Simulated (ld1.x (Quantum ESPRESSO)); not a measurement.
What one change does to a pseudopotential (chlorine, TM)

- Element: chlorine (Cl)
- Generator: ld1.x (Quantum ESPRESSO) 7.5
- Type: norm-conserving Troullier–Martins (Kleinman–Bylander form)
- Functional: PBE
- Relativity: scalar-relativistic
- Frozen core: [Ne]
- Valence charge: 7
- Reference configuration: 3s2 3p4 (charge +1)
- Partial waves: 3s (bound): rc 1.15 bohr; 3p (bound): rc 1.35 bohr
- Local potential: the p channel
- Core correction: Bessel-smoothed model core, default radius (core density twice the valence density)

All-electron outer shells of the reference configuration (PBE, scalar-relativistic, ld1.x):

```
shell  level (eV)  outermost node (bohr)  outermost maximum (bohr)
   3s      -32.09                   0.55                      1.27
   3p      -19.43                   0.53                      1.39
```

Change: all radii but the core radius scaled by about 0.80 (s 0.92, p 1.08 bohr).

Cutoffs: the cutoffs (Ry, on a coarse ladder) from which the occupation-weighted sum of valence levels, in a spherical-Bessel basis at the reference potential, stays within 10 and 1 mRy of its value at 400 Ry; they do not see the model core or the augmentation charge, which bear on the density cutoff. Errors are all-electron minus pseudo energies relative to the spin-unpolarised reference configuration.

Q: What does the change do?

A: The potential gets harder (55 Ry and 100 Ry → 140 Ry and 300 Ry); of the 7 tests that both files solve, the error grows in 5 and shrinks in 1 by more than 15 % and 0.3 meV (median size 7.0 → 9.0 meV); neither file shows a bound ghost. A smaller radius makes the pseudo-wave follow the all-electron one further in, where it bends more sharply, so more plane waves are needed.

```tsv
quantity	base	changed
cutoff, loose	55 Ry	140 Ry
cutoff, tight	100 Ry	300 Ry
loose cutoff by channel (10 mRy a level)	s 35 Ry, p 15 Ry	s 90 Ry, p 80 Ry
bound ghosts	none	none
error for 3s2 3p5, meV [ΔE -13.88 eV]	+5.1	+6.4
error for 3s2 3p3, meV [ΔE 25.45 eV]	+7.4	+10
error for 3s2 3p2, meV [ΔE 63.75 eV]	+48	+60
error for 3s2 3p5.3, meV [ΔE -16.01 eV]	+7.0	+9.0
error for 3s1 3p6, meV [ΔE -1.72 eV]	+2.5	+0.2
error for 3s2 3p4.5, meV [ΔE -8.29 eV]	+2.0	+2.3
error for 3s2 3p1, meV [ΔE 116.00 eV]	+147	+174
```
